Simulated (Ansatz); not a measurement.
Basis sets compared for Sn(NMe2)Me3 (C₅H₁₅NSn). Total charge 0; singlet. Geometry PBE0-D4/def2-SVP. Ansatz on 2 threads of AMD EPYC 7R13 on a shared host and a share (18 GiB) of an NVIDIA H100 80GB HBM3; times are rough, and most runs start from earlier orbitals.

Cartesian coordinates in Å:
```
Sn -0.500 -0.480 0.329
N 0.797 1.016 -0.228
C 0.396 1.932 -1.260
C 2.210 0.753 -0.224
H 0.923 2.901 -1.153
H -0.683 2.150 -1.197
H 0.603 1.574 -2.295
H 2.486 0.087 0.610
H 2.592 0.286 -1.162
H 2.785 1.691 -0.086
C -0.680 -1.985 -1.209
H 0.294 -2.458 -1.396
H -1.038 -1.532 -2.145
H -1.395 -2.762 -0.900
C -2.384 0.499 0.664
H -3.078 -0.181 1.181
H -2.843 0.805 -0.288
H -2.231 1.392 1.288
C 0.329 -1.313 2.128
H -0.415 -1.950 2.628
H 0.618 -0.503 2.813
H 1.216 -1.923 1.905
```

In the def2 sets Sn takes a core potential; there is no spin–orbit coupling.

Binding counts from free atoms (Sn triplet, N quartet, C triplet, H doublet) in the same basis, without a counterpoise term.

```csv
level,functions,energy (Eh),HOMO (eV),LUMO (eV),binding per atom (eV),wall time
PBE-D4/def2-SVP,185,-468.0532,-4.13,0.06,3.84,2.2 s
PBE0-D4/def2-SVP,185,-468.1142,-5.46,0.95,3.80,2.3 s
```

Task: Estimate the rows for PBE-D4/def2-TZVP, PBE0-D4/def2-TZVP (with forces).

Result: 
```
                          level  functions  energy (Eh)  HOMO (eV)  LUMO (eV)  binding per atom (eV)  wall time
               PBE-D4/def2-TZVP        326    -468.3523      -4.32      -0.41                   3.83      2.3 s
PBE0-D4/def2-TZVP (with forces)        326    -468.4040      -5.60       0.41                   3.78      2.4 s
```
